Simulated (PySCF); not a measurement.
First hyperpolarisability: SMILES Clc1ccc(C#Cc2ccc(Br)cc2)cc1, C14H8BrCl

Molfile (atoms numbered from 1):
```
C14H8BrCl
     RDKit          3D

 24 25  0  0  0  0  0  0  0  0999 V2000
    6.5177   -0.1042    0.0968 Cl  0  0  0  0  0  0  0  0  0  0  0  0
    4.7893   -0.0895    0.0506 C   0  0  0  0  0  0  0  0  0  0  0  0
    4.0846    0.6356    1.0005 C   0  0  0  0  0  0  0  0  0  0  0  0
    2.7046    0.6427    0.9634 C   0  0  0  0  0  0  0  0  0  0  0  0
    2.0210   -0.0682   -0.0253 C   0  0  0  0  0  0  0  0  0  0  0  0
    0.6091   -0.0533   -0.0565 C   0  0  0  0  0  0  0  0  0  0  0  0
   -0.5985   -0.0288   -0.0714 C   0  0  0  0  0  0  0  0  0  0  0  0
   -2.0099    0.0145   -0.0535 C   0  0  0  0  0  0  0  0  0  0  0  0
   -2.7250    0.4363   -1.1761 C   0  0  0  0  0  0  0  0  0  0  0  0
   -4.1036    0.5033   -1.1389 C   0  0  0  0  0  0  0  0  0  0  0  0
   -4.7693    0.1418    0.0213 C   0  0  0  0  0  0  0  0  0  0  0  0
   -6.6730    0.2422    0.0785 Br  0  0  0  0  0  0  0  0  0  0  0  0
   -4.0791   -0.2900    1.1426 C   0  0  0  0  0  0  0  0  0  0  0  0
   -2.7009   -0.3511    1.1040 C   0  0  0  0  0  0  0  0  0  0  0  0
    2.7457   -0.7904   -0.9749 C   0  0  0  0  0  0  0  0  0  0  0  0
    4.1258   -0.8033   -0.9366 C   0  0  0  0  0  0  0  0  0  0  0  0
    4.6150    1.1875    1.7607 H   0  0  0  0  0  0  0  0  0  0  0  0
    2.1458    1.2035    1.6978 H   0  0  0  0  0  0  0  0  0  0  0  0
   -2.1944    0.7172   -2.0732 H   0  0  0  0  0  0  0  0  0  0  0  0
   -4.6597    0.8356   -2.0019 H   0  0  0  0  0  0  0  0  0  0  0  0
   -4.6162   -0.5717    2.0351 H   0  0  0  0  0  0  0  0  0  0  0  0
   -2.1488   -0.6839    1.9698 H   0  0  0  0  0  0  0  0  0  0  0  0
    2.2190   -1.3432   -1.7383 H   0  0  0  0  0  0  0  0  0  0  0  0
    4.6893   -1.3627   -1.6669 H   0  0  0  0  0  0  0  0  0  0  0  0
  1  2  1  0
  2  3  1  0
  3  4  2  0
  4  5  1  0
  5  6  1  0
  6  7  3  0
  7  8  1  0
  8  9  1  0
  9 10  2  0
 10 11  1  0
 11 12  1  0
 11 13  2  0
 13 14  1  0
  5 15  2  0
 15 16  1  0
 16  2  2  0
 14  8  2  0
  3 17  1  0
  4 18  1  0
  9 19  1  0
 10 20  1  0
 13 21  1  0
 14 22  1  0
 15 23  1  0
 16 24  1  0
M  END
```

Computed with quadratic response LC-wPBE/def2-SVPD first hyperpolarisability, Taylor convention, gas phase in PySCF. Geometry: GFN2-xTB.

The calculation is non-relativistic, which matters for the atoms heavier than Zn.

Give β for the processes computed.

In au, Taylor convention; the vector part is βᵢ = ⅓ Σⱼ (βᵢⱼⱼ + βⱼᵢⱼ + βⱼⱼᵢ); β∥ is 3/5 of the vector part along the dipole, the dipole points from − to +:
```csv
process,λ (nm),β vector norm,β∥,β HRS,depolarisation ratio
"static β(0;0,0)",∞,192.2,93.2,72.7,7.33
"second harmonic β(−2ω;ω,ω)",1907,201.1,97.4,76.1,7.21
"Pockels β(−ω;ω,0)",1907,195.1,94.6,–,–
"second harmonic β(−2ω;ω,ω)",1340,211.0,102.1,79.9,7.08
"Pockels β(−ω;ω,0)",1340,198.1,96.0,–,–
```

Which lowest excitations, dipole and polarisabilities go with it?

S1 4.88 eV (f = 1.102); S2 5.21 eV (f = 0.000); S3 5.22 eV (f = 0.000); dipole 0.09 D; isotropic α 214.5 au static, 215.8 au at 1907 nm, 217.2 au at 1340 nm, 219.9 au at 953.5 nm, 226.1 au at 670 nm.
